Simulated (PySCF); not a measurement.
Computed properties of C3H7FSi, SMILES C1[C@H](F)[C@H]1[SiH3]

C₃H₇FSi, SMILES C1[C@H](F)[C@H]1[SiH3]. Geometry: B3LYP-D3(BJ)/def2-SVP. The structure was generated by enumeration; whether it is a known compound was not checked. One conformer was computed; it need not be the lowest. All values are computed for the isolated molecule unless a solvent is named; none is compared with measurement here.

**Structure.** All 30 harmonic modes at B3LYP-D3(BJ)/def2-SVP (PySCF) are real, so it is a minimum. With heavy atoms numbered as in [F:1][C@H:2]1[CH2:3][C@@H:4]1[SiH3:5], the shortest bond between them is F1–C2 at 1.365 Å and the longest C4–Si5 at 1.872 Å.

**Vibrations.** The strongest infrared lines (harmonic, unscaled, degenerate partners summed) lie at 930 cm⁻¹ (280 km/mol, H 76 %, C 18 %), 2222 cm⁻¹ (119 km/mol, H 97 %), 2221 cm⁻¹ (117 km/mol, H 97 %). The softest mode is at 116 cm⁻¹ and the zero-point energy is 55.4 kcal/mol.

**Electronic structure.** CAM-B3LYP/def2-TZVP (PySCF) places the frontier levels at -9.56 and 1.58 eV, a gap of 11.14 eV, and gives a dipole moment of 1.23 D and a mean polarisability of 60.7 bohr³. PBE/def2-TZVP (PySCF) at the same geometry gives -6.75 and -0.14 eV, so its gap is 4.53 eV narrower. An orbital gap is neither the optical nor the fundamental gap.

**Excitations.** TDA-M06-2X/def2-SVPD (PySCF) has S1 at 7.85 eV (158 nm, f = 0.012, weak); the most intense of the 10 singlets computed lies at 8.64 eV (f = 0.13). T1 (TDA) is at 7.66 eV, 0.19 eV under S1. TDA-PBE/def2-SVPD (PySCF) puts S1 at 6.67 eV. No vertical singlet excitation falls in the visible range (under 3.1 eV).

**NMR.** GIAO shifts at PBE0/pcSseg-1 (PySCF) (non-relativistic, atoms alike by connectivity averaged): ¹³C from 1.2 to 76.1 ppm against TMS; ¹H from 0.5 to 4.5 ppm against TMS; ²⁹Si at -60.5 ppm against TMS; ¹⁹F at -226.6 ppm against CFCl3.
